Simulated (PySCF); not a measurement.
Species: C9H9N.
SMILES with atom numbers: `[CH3:1][C@H:2]1[CH:3]=[CH:4][CH:5]=[CH:6][CH:7]=[C:8]1[C:9]#[N:10]` (hydrogens: H11, H12, H13 on C1; H14 on C2; H15 on C3; H16 on C4; H17 on C5; H18 on C6; H19 on C7)

Level of theory: PySCF 2.14.0, PBE0-D3(BJ)/def2-SVP geometry optimisation, gas phase.

(1) What internal coordinates does the optimisation give?

Answers

(1) 
```json
{"bond": "C1–C2", "length (Å)": "1.519", "order": "single"}
{"bond": "C2–C3", "length (Å)": "1.500", "order": "single"}
{"bond": "C3=C4", "length (Å)": "1.353", "order": "double"}
{"bond": "C4–C5", "length (Å)": "1.438", "order": "single"}
{"bond": "C5=C6", "length (Å)": "1.370", "order": "double"}
{"bond": "C6–C7", "length (Å)": "1.434", "order": "single"}
{"bond": "C7=C8", "length (Å)": "1.364", "order": "double"}
{"bond": "C8–C9", "length (Å)": "1.428", "order": "single"}
{"bond": "C9≡N10", "length (Å)": "1.161", "order": "triple"}
{"bond": "C2–C8", "length (Å)": "1.515", "order": "single"}
{"bond": "C1–H11, C1–H12, C1–H13", "length (Å)": "1.100", "order": "single"}
{"bond": "C2–H14", "length (Å)": "1.106", "order": "single"}
{"bond": "C3–H15", "length (Å)": "1.095", "order": "single"}
{"bond": "C4–H16", "length (Å)": "1.095", "order": "single"}
{"bond": "C5–H17", "length (Å)": "1.095", "order": "single"}
{"bond": "C6–H18", "length (Å)": "1.094", "order": "single"}
{"bond": "C7–H19", "length (Å)": "1.094", "order": "single"}
```

Bonds in one row agree within 0.01 Å and their mean is given. Orders are formal, as drawn. A selection of angles:
```json
{"angle": "C1–C2–C3", "degrees": "113.5"}
{"angle": "C1–C2–C8", "degrees": "114.7"}
{"angle": "C3–C2–C8", "degrees": "104.8"}
{"angle": "C2–C3–C4", "degrees": "121.7"}
{"angle": "C3–C4–C5", "degrees": "124.6"}
{"angle": "C4–C5–C6", "degrees": "125.7"}
{"angle": "C5–C6–C7", "degrees": "125.4"}
{"angle": "C6–C7–C8", "degrees": "124.8"}
{"angle": "C7–C8–C9", "degrees": "120.0"}
{"angle": "C2–C8–C7", "degrees": "120.7"}
{"angle": "C2–C8–C9", "degrees": "119.3"}
{"angle": "C8–C9–N10", "degrees": "178.5"}
```

Torsions: C1–C2–C3–C4 -164° (antiperiplanar); C2–C3–C4–C5 -10° (synperiplanar); C3–C4–C5–C6 -31° (synclinal); C4–C5–C6–C7 -1° (synperiplanar); C5–C6–C7–C8 32° (synclinal); C6–C7–C8–C9 -170° (antiperiplanar); C1–C2–C8–C7 163° (antiperiplanar).

The 7-membered ring C2–C3–C4–C5–C6–C7–C8 has internal angles of 104.8° to 125.7°; it is puckered, 0.30 Å rms from its mean plane, widest ring torsion 71°. The 9 C–C bonds span 1.353 Å (C3=C4, drawn double) to 1.519 Å (C1–C2, drawn single), a spread of 0.166 Å. Of the pairs four or more bonds apart, C9···H12 is among the closest relative to their van der Waals radii: 2.73 Å, 94 % of the sum of Bondi's values.

Point group: C1 (no symmetry element, even within 0.4 Å). Not checked by PBE0-D3(BJ)/def2-SVP frequencies. The numbers are those of one conformer.
